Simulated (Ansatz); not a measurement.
Computed with Ansatz on PBE0-D4/def2-TZVP structures; ΔE is electronic, products minus reactants. CBS: MP2 limit from def2 TZ/QZ plus the TZ coupled-cluster correction, frozen cores. This one scheme is used for every species. Functionals use def2-TZVPP. B3LYP here is the variant with VWN-RPA as its local correlation; programs differ in this. Each species was taken in one conformer, which may not be the lowest.

Reaction (ligand exchange at the Si–O bond): `C[SiH2]OB(N)F` + HCl → `C[SiH2]Cl` + `NB(O)F`

| level | ΔE (eV) |
| --- | --- |
| PBE-D4 | -0.05 |
| B3LYP-D4 | 0.07 |
| PBE | -0.07 |
| PBE0 | -0.05 |
| B3LYP | 0.04 |
| HF/def2-TZVPP | 0.10 |
| SCS-MP2/def2-TZVPP | 0.08 |
| HF/def2-QZVPP | 0.11 |

**Question.** What does CCSD(T)/CBS give? (An estimate is asked.)

**Answer.** The calculation gave: +0.05 eV. The listed levels differ from it by -0.10, 0.02, -0.12, -0.10, -0.01, 0.05, 0.03, 0.06 eV.

Largest T1 diagnostic among the species: 0.011.
